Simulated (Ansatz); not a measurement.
`B[SiH2]Br` + `C=N` → `B[SiH2]N=C` + HBr at 700 K and 1 bar (ligand exchange at the Si–Br bond).

Isolated molecules relaxed with PBE0-D4/def2-TZVP in Ansatz; ΔE leaves out vibrations. CBS: MP2 limit from def2 TZ/QZ plus the TZ coupled-cluster correction, frozen cores. This one scheme is used for every species. For Br outer-core shells are correlated without core-valence functions, which leaves a few kJ/mol of doubt a bond. Scalar relativity is left out up to krypton. One conformer a species, not always the lowest.

```csv
species,CCSD(T)/CBS energy (Eh),H − E (kJ/mol),S (J/(mol·K))
`B[SiH2]Br`,-2889.59767,156.5,403.7
`C=N`,-94.52360,135.6,268.6
`B[SiH2]N=C`,-410.17839,249.2,436.1
HBr,-2573.91920,36.5,223.7
```

H − E and S are ideal-gas, rigid-rotor, harmonic terms from PBE0-D4/def2-TZVP, for one conformer and one mirror image of each species. 1 Eh = 2625.50 kJ/mol, R = 8.31446 J/(mol·K).

Task: By hand: ΔE, ΔH, ΔS and ΔG.

Result: ΔE = (-410.17839) + (-2573.91920) − (-2889.59767) − (-94.52360) = 0.02368 Eh = 62.2 kJ/mol. Δ(H − E) = 249.2 + 36.5 − 156.5 − 135.6 = -6.4, so ΔH = 55.8 kJ/mol. ΔS = 436.1 + 223.7 − 403.7 − 268.6 = -12.5 J/(mol·K). ΔG = 55.8 − 700 × (-12.5)/1000 = 64.5 kJ/mol.

Task: By hand: the equilibrium constant, and the temperature at which ΔG would vanish if ΔH and ΔS stayed fixed.

Result: log₁₀ K = −ΔG/(RT ln 10) = -4.8. ΔH and −TΔS have one sign here, so there is no such temperature.

The number of gas molecules stays the same, so ΔS is small and ΔH decides. A doubt of 5 kJ/mol in ΔE shifts log₁₀ K by 0.4 here. Other conformers and mirror images would add mixing entropy, several J/(mol·K) or more a flexible species. These are equilibria of isolated gas molecules and say nothing of rates. Largest T1 diagnostic: 0.013 (customary marks: 0.02 for closed shells, 0.045 for open ones).

ΔS is within the doubt of such terms, so its sign, and with it that verdict, could turn.
